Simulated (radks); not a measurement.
All-electron atom: Pt61+ in [Ne] 3s2 3p5.

Calculated with a radial shooting solver on a logarithmic mesh with Libxc functionals: scalar-relativistic Kohn-Sham, r2SCAN, spin-polarised, spherical densities, finite nucleus; open shells are filled with parallel spins first (spin-orbit coupling, left out, can overturn this in heavy ions); meta-GGA in the generalised Kohn-Sham scheme; Fermi nuclear charge, rms radius 5.427 fm.

Energy parts (eV):
| part | energy |
|---|---|
| total | -389692.09 |
| kinetic | 445442.63 |
| electron-nucleus | -870204.50 |
| Hartree | 40053.53 |
| exchange-correlation | -4983.74 |

Orbitals (lengths in bohr, moments of r in powers of bohr):
| orbital | occ. | eigenvalue (eV) | <1/r> |
|---|---|---|---|
| 1s up | 1 | -83293.33 | 93.92 |
| 1s down | 1 | -83287.28 | 93.93 |
| 2s up | 1 | -18457.20 | 22.25 |
| 2s down | 1 | -18455.38 | 22.25 |
| 2p up | 3 | -16643.44 | 19.85 |
| 2p down | 3 | -16639.00 | 19.84 |
| 3s up | 1 | -7277.157 | 8.875 |
| 3s down | 1 | -7263.467 | 8.868 |
| 3p up | 3 | -6738.744 | 8.177 |
| 3p down | 2 | -6724.877 | 8.173 |
| 3d up | 0 | -6269.246 | 7.710 |
| 3d down | 0 | -6258.211 | 7.716 |
| 4s up | 0 | -3791.994 | 4.666 |
| 4s down | 0 | -3785.449 | 4.658 |

The highest occupied level is 3p down at -6724.9 eV. Spin moment in Bohr magnetons: 1. Summed over all electrons, <r^2> = 0.2852 bohr^2, which gives a Langevin (diamagnetic) susceptibility term of -0.226 x 10^-6 cm^3/mol. The electron density at the nucleus is 2.114e+06 e/bohr^3 (large components only).
